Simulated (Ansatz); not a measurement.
The same path of C₂H₄IN (8 atoms, charge 0, multiplicity 1) was run twice with different band settings. The coordinate that changes most is the height of N3 over the plane of its neighbours.

Computed with RKS BHLYP/def2-SVP in Ansatz 0.2.0.

Relaxed end points:

```xyz
8
Properties=species:S:1:pos:R:3
C -0.286 1.169 -0.128
C -0.169 -0.150 -0.237
N 0.799 -0.948 0.327
I -1.492 -1.228 -1.492
H -1.020 1.730 -0.690
H 0.382 1.716 0.532
H 0.504 -1.864 0.621
H 1.374 -0.482 1.011
```

```xyz
8
Properties=species:S:1:pos:R:3
C -0.147 1.169 -0.288
C -0.241 -0.150 -0.154
N 0.448 -0.948 0.729
I -1.665 -1.227 -1.297
H -0.802 1.729 -0.939
H 0.599 1.715 0.284
H 0.699 -1.864 0.400
H 1.201 -0.482 1.210
```

Common settings: movable images 5; climbing image yes; optimiser quadratic models (default); start path IDPP; force threshold 0.05 eV/Å; end points relaxed.

| run | spring | iteration limit |
| --- | --- | --- |
| 1 | 5.0 eV/Å² | 47 |
| 2 | 0.5 eV/Å² | 60 |

(1) What does each run give, and how far can it be trusted?

Results:

(1) Run 1: converged after 5 iterations, highest image 0.039 eV above the first end. A vibrational analysis at the climbing image gives one clearly imaginary mode, 414i cm⁻¹: a first-order saddle point.
Run 2: converged after 5 iterations, highest image 0.039 eV above the first end. Another band between the same ends (5 images) ends at a top of the same energy, where a vibrational analysis finds 1 clearly imaginary mode.
